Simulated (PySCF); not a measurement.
Si(Me)(OMe)2(SH), SMILES C[Si](OC)(S)OC (C3H10O2SSi) at its GFN2-xTB optimised geometry (Å):

```
17

C      1.7286    -1.2984    -0.3829
O      0.8266    -0.2918     0.0000
Si    -0.7946    -0.2918     0.0000
C     -1.2355     1.5490     0.0000
S     -1.5017    -1.3875    -1.7076
O     -1.5015    -1.1302     1.2059
C     -1.4540    -0.8495     2.5793
H      2.7083    -0.8350    -0.4983
H      1.4217    -1.7480    -1.3288
H      1.7789    -2.0781     0.3800
H     -1.0098     2.0180    -0.9513
H     -0.6801     2.0781     0.7677
H     -2.2943     1.6886     0.1955
H     -2.7083    -1.6468    -1.2373
H     -1.9702     0.0883     2.7935
H     -0.4216    -0.7697     2.9242
H     -1.9517    -1.6671     3.1002
```

Method: PBE0/def2-SVP (PySCF). Cells within 0.4 Å of a nucleus heavier than hydrogen are left out (blank, or x).

Map of the electron localisation function on the plane z = 1.5 Å:

```
|0000000000000000000000000000000|
|0000000000000000000000000000000|
|0000000000000000000000000000000|
|0000000000000000000000000000000|
|0000000000000000000000000000000|
|0000000000001220000000000000000|
|0000000000026885100000000000000|
|0000000000059999400000000000000|
|0000000000169999710000000000000|
|0000000110169999600000000000000|
|0000000100037997100000000000000|
|0000000000012331000000000000000|
|0000000000000000000000000000000|
|0000000000000000000000000000000|
|0000000000000000012100000000000|
|0000000000111000013200000000000|
|0000000013553100012100000000000|
|0000000257776300001000000000000|
|0000001368xx7510000000000000000|
|0000001478xx8620000000000000000|
|0000000357888520000046410000000|
|0000000136776410000589720000000|
|0000000013444200001899830000000|
|0000000000111000001688610000000|
|0000000000000000000243100000000|
|0000000000000000000000000000000|
|0000000000000000000000000000000|
|0000000000000000000000000000000|
|0000000000000000000000000000000|
|0000000000000000000000000000000|
|0000000000000000000000000000000|
```
Scale: ten equal steps from 0.000 (start of '0') to 0.985 (end of '9'), in the order '0123456789'; x runs from -5.00 to 5.00, y from -5.00 (bottom) to 5.00 (top).
